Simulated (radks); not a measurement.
Excited configurations of Lu: one electron is placed in a higher orbital outside [Xe] 4f14 6s2. The ground configuration is [Xe] 4f14 5d1 6s2. Method: scalar-relativistic Kohn-Sham, r2SCAN, spin-polarised, spherical densities, finite nucleus; open shells are filled with parallel spins first (spin-orbit coupling, left out, can overturn this in heavy ions); meta-GGA in the generalised Kohn-Sham scheme; Fermi nuclear charge, rms radius 5.37 fm; computed with a radial shooting solver on a logarithmic mesh with Libxc functionals. Excitation = E - E(ground); binding = E(ion) - E, where the ion is the core of charge +1; n* = 1/sqrt(2 binding) in atomic units, and the quantum defect is n - n*.

outer orbital  excitation (eV)  binding (eV)     n*  quantum defect  eigenvalue (eV)  <r> (bohr)
6p                       0.814         4.468  1.745           4.255           -2.488       4.724
6d                       3.821         1.460  3.053           2.947           -0.694       11.16
7s                       2.888         2.394  2.384           4.616           -1.514       8.951
7p                       3.569         1.712  2.819           4.181           -1.035       11.82
7d                       4.401         0.880  3.931           3.069           -0.512       21.38
7f                       4.850         0.431  5.620           1.380           -0.268       45.55

The Delta-SCF ionisation energy is 5.281 eV (NIST Atomic Spectra Database: 5.426 eV, measured). Self-interaction in the functional shifts the binding energies and quantum defects, so they are the method's values and not measured ones. Open shells are spherical and high-spin; term and fine-structure splittings are not resolved. Spin-orbit splitting is averaged out at the scalar-relativistic level.
